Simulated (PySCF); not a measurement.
**Cr(OH)₂, quintet: structure and spectrum**

These are results of UPBE0/[Cr def2-SVP, O def2-SVP, H def2-SVP], no relativity, density fitting, PySCF, not measurements.

The structure is a minimum.

Coordinates in bohr (charge 0 multiplicity 5):
```
Cr    0.0000    0.0000   -0.4333
O     3.2098   -0.0388    0.6067
O    -3.2098    0.0388    0.6067
H     4.0490   -1.4379    1.4095
H    -4.0490    1.4379    1.4095
```

```
Point group                                                                   : C2
Bond lengths                                                                  : Cr–O 1.786 Å (×2), O–H 0.962 Å (×2)
Bond angles                                                                   : Cr–O–H 125.7° (×2), O–Cr–O 144.1°
Dipole moment                                                                 : 0.39 D
Zero-point energy                                                             : 67.2 kJ/mol
Spin squared ⟨S²⟩                                                             : 6.042
Entropy at 298.15 K and 1 bar (electronic part: spin only)                    : 298.2 J/(mol K)
Highest occupied level (α)                                                    : -5.86 eV
Principal quadrupole moments (Buckingham, traceless) about the centre of mass : -11.01, 2.36, 8.65 D Å
Atomisation energy without zero-point energy                                  : 1570 kJ/mol
Rotational symmetry number                                                    : 2
Enthalpy at 298.15 K above 0 K                                                : 15.16 kJ/mol
Principal polarisabilities                                                    : 26.1, 28.5, 42.4 bohr³
Rotational constants                                                          : 2.072, 0.1641, 0.1548 cm⁻¹
Lowest empty level (α)                                                        : -1.70 eV
Heat capacity Cp at 298.15 K                                                  : 70.2 J/(mol K)
```

Harmonic modes (masses in u: Cr 51.941, O 15.995, H 1.008):
| symmetry | ω (cm⁻¹) | IR (km/mol) |
| --- | --- | --- |
| a | 106 | 2.9 |
| b | 318 | 45.0 |
| a | 404 | 148 |
| b | 535 | 312 |
| a | 611 | 0.5 |
| a | 665 | 56.4 |
| b | 766 | 187 |
| b | 3914 | 143 |
| a | 3915 | 42.7 |

In C2 the vibrations span 5a + 4b.

Charges (e):
```json
{"atom": "Cr1", "Mulliken": "0.73", "Löwdin": "0.37", "polar tensor": "1.18", "spin (Mulliken)": "4.15", "Mayer order to Cr1": "–"}
{"atom": "O2,3", "Mulliken": "-0.55", "Löwdin": "-0.26", "polar tensor": "-0.87", "spin (Mulliken)": "-0.08", "Mayer order to Cr1": "1.04"}
{"atom": "H4,5", "Mulliken": "0.18", "Löwdin": "0.07", "polar tensor": "0.28", "spin (Mulliken)": "0.01", "Mayer order to Cr1": "0.02"}
```
Other Mayer orders above 0.3: O–H 0.96 (×2).

Mulliken populations on Cr1: s 6.48, p 12.34, d 4.44, f 0.01.

This need not be the most stable arrangement of these atoms. Other spin states or occupations of the open shell can lie lower.

The final relaxation and frequency run took of the order of 3 core-minutes on a shared host.
